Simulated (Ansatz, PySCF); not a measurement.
C₃H₁₀FNSi (SMILES CN(C)[SiH](C)F), singlet, at a GFN2-xTB geometry, with bond 12-5 at 2.4 times its length. Base run: PySCF with CASSCF(6,6)/STO-3G.

PySCF was given this input:
```python
from pyscf import gto, scf, mcscf
import numpy

mol = gto.M(
    atom='''
Si    0.73066831    0.39780201    0.00410263
C     1.91137080   -0.96964629    0.55324295
F     0.91347445    0.65660422   -1.58199937
N    -0.89290327   -0.13145991    0.15723337
C    -1.95731428    0.51789206   -0.57268122
C    -1.37675377   -0.81123966    1.33479539
H     1.07738840    1.70232953    0.57365323
H     1.59766007   -1.94505597    0.19313545
H     2.90513903   -0.77788442    0.16184919
H     1.99452494   -1.02217029    1.63373716
H    -2.71329954   -0.22023469   -0.85277951
H    -3.12273066    2.38665727    0.86673188
H    -1.55755360    0.97017000   -1.47493475
H    -0.55761072   -1.32249902    1.83155038
H    -1.83567788   -0.11250746    2.04467780
H    -2.13178628   -1.54917548    1.04981814
''',
    basis='sto-3g',
    verbose=4,
)

mf = scf.RHF(mol)
mf.kernel()
mc = mcscf.CASSCF(mf, 6, 6)
mc.fix_spin_(ss=0.0)
mc.kernel()
occ = numpy.linalg.eigvalsh(mc.fcisolver.make_rdm1(mc.ci, mc.ncas, mc.nelecas))[::-1]
ss = mc.fcisolver.spin_square(mc.ci, mc.ncas, mc.nelecas)[0]
print('natural occupations', occ.round(4), ' <S^2>', round(ss, 4))
```

Programs used: Ansatz (a program for electronic structure), PySCF; a row that names a program was run with it.

Each row names what was changed in the base input (with any setting that the change needs).

| change | ΔE vs base (kcal/mol) | natural occupations | <S^2> of the state |
|---|---|---|---|
| base | 0.000 | 1.98 1.98 1.30 0.70 0.02 0.02 | 0.00 |
| fix_spin_ = off | 0.000 | 1.98 1.98 1.30 0.70 0.02 0.02 | 0.00 |
| active space = 2 electrons, 3 orbitals | 18.23 | 1.30 0.70 0.00 | 0.00 |
| state_average = 2 states | 3.21 | - | - |
| code = ansatz; correction = SC-NEVPT2, all electrons | -140.6 | - | - |
| orbitals = fixed (CASCI) | 20.95 | 2.00 2.00 1.32 0.68 0.00 0.00 | 0.00 |
| active space = 6 electrons, 5 orbitals | 10.28 | 2.00 1.99 1.31 0.69 0.01 | 0.00 |
| start = MP2 natural orbitals | -1.19 | 1.98 1.98 1.31 0.69 0.02 0.02 | 0.00 |
| orbitals = fixed (CASCI); correction = SC-NEVPT2 | -137.3 | 2.00 2.00 1.32 0.68 0.00 0.00 | 0.00 |
| active space = 4 electrons, 6 orbitals | 10.74 | 1.99 1.31 0.69 0.01 0.00 0.00 | 0.00 |
| solver = newton | 3.65 | 1.99 1.98 1.31 0.69 0.02 0.01 | 0.00 |

Active orbitals are taken around the Fermi level unless the row says otherwise; CASSCF can end in different local minima, and two programs can end on different orbitals. State-averaged rows give the lowest state.
